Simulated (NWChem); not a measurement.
System: GaSiH3OF2; SMILES [O]([Ga]([F])[F])[SiH3]

Input file for NWChem:

```
start job
memory heap 200 mb stack 900 mb global 1100 mb
geometry units angstroms
  Ga     0.050207     0.053952     0.604127
  F     -0.643191    -0.524937     2.084203
  F      1.377761     1.181033     0.639902
  O     -0.585453    -0.496642    -0.904829
  Si    -0.264533    -0.269047    -2.515801
  H     -0.416849     1.151061    -2.842979
  H     -1.330816    -1.130915    -3.023976
  H      1.093041    -0.738585    -2.805164
end
basis spherical
  * library def2-svp
end
dft
  xc xpbe96 cpbe96
  disp vdw 4
  iterations 150
end
driver
  maxiter 120
end
task dft optimize
task dft freq
```

The level has its own optimisation; frequencies are unscaled.

Q: Give the results of this calculation. (PBE-D3(BJ)/def2-SVP.) Quantities: r Ga–O (Å); r O–Si (Å); highest harmonic frequency (cm⁻¹); lowest (cm⁻¹); zero-point energy (kcal/mol); dipole (D).

A: 
* **r Ga–O (Å)**: 1.771
* **r O–Si (Å)**: 1.690
* **highest harmonic frequency (cm⁻¹)**: 2195
* **lowest (cm⁻¹)**: 14
* **zero-point energy (kcal/mol)**: 20.4
* **dipole (D)**: 1.47
